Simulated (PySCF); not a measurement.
From one molecule to another.

First species: C8H12Si.
SMILES: `CC#CC1=C[C@@H](C)[SiH2]C1`

Second species: C8H12Si.
SMILES: `C#C[SiH](CC=C)CC=C`

Levels: PBE0/pcSseg-1 for HOMO energy, LUMO energy and HOMO–LUMO gap. Geometries: GFN2-xTB. All species are isolated and taken at one optimised geometry, non-relativistic unless stated. Electronic properties by PySCF.

Dipoles, sizes and rotational constants follow the conformer. The torsions of the flexible species, by atom-mapped SMILES:
- `[CH:1]#[C:2][SiH:3]([CH2:4][CH:5]=[CH2:6])[CH2:7][CH:8]=[CH2:9]`: C2–Si3–C4–C5 64°, Si3–C4–C5–C6 108°, C2–Si3–C7–C8 62°, Si3–C7–C8–C9 107°

The conformers of `CC#CC1=C[C@@H](C)[SiH2]C1` aren't listed.

Values for the first species:

- HOMO energy: -6.36 eV
- LUMO energy: -0.26 eV
- HOMO–LUMO gap: 6.10 eV

(1) Estimate the same properties for the second species, and the change in each.

## Answers

(1) 
| property | first | second | second less first |
| --- | --- | --- | --- |
| HOMO energy | -6.36 eV | -6.91 eV | -0.55 eV |
| LUMO energy | -0.26 eV | -0.01 eV | +0.25 eV |
| HOMO–LUMO gap | 6.10 eV | 6.90 eV | +0.80 eV |

On the first:  GFN2-xTB frequencies show an imaginary mode (25i cm⁻¹), so this geometry is no minimum at that level.

